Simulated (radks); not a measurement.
Results of a calculation; reference values are marked as such.
Fractional charge and spin in the 5s shell of xenon: the spin-up occupation runs from 0 to 1 and the spin-down occupation from 0 to 1; the fullest corner is Xe, [Kr] 4d10 5p6 5s(up 1, down 1). Level of theory: scalar-relativistic Kohn-Sham, BLYP, spin-polarised, spherical densities, finite nucleus; Fermi nuclear charge, rms radius of each element as measured or else 0.836 A^(1/3) + 0.57 fm (a radial shooting solver on a logarithmic mesh with Libxc functionals). Energy (eV) minus the two flat planes that join the four corners (they meet along the diagonal where the two added fractions sum to one electron); zero is where a piecewise linear energy would lie.

\begin{tabular}{lrrrrr}
down \ up & 0 & 0.25 & 0.5 & 0.75 & 1 \\ \hline
0 & 0.000 & -0.998 & -1.323 & -0.987 & 0.000 \\
0.25 & -0.998 & -1.273 & -0.888 & 0.145 & -0.913 \\
0.5 & -1.323 & -0.888 & 0.193 & -0.818 & -1.207 \\
0.75 & -0.987 & 0.145 & -0.818 & -1.160 & -0.898 \\
1 & 0.000 & -0.913 & -1.207 & -0.898 & 0.000 \\
\end{tabular}

Corners above the fullest one (they belong to Xe+ and the next ion): (up 1, down 0) 24.346 eV, (up 0, down 1) 24.346 eV, (up 0, down 0) 59.602 eV. With half an added electron in each spin the energy lies 0.193 eV from the planes, and with half an added electron in spin up alone -1.323 eV. The planes are only a guide here: the flat-plane condition holds for ground states with one frontier orbital, while this shell lies below other occupied shells, so the corners above the fullest one are inner-hole states and not the ground states of those ions.
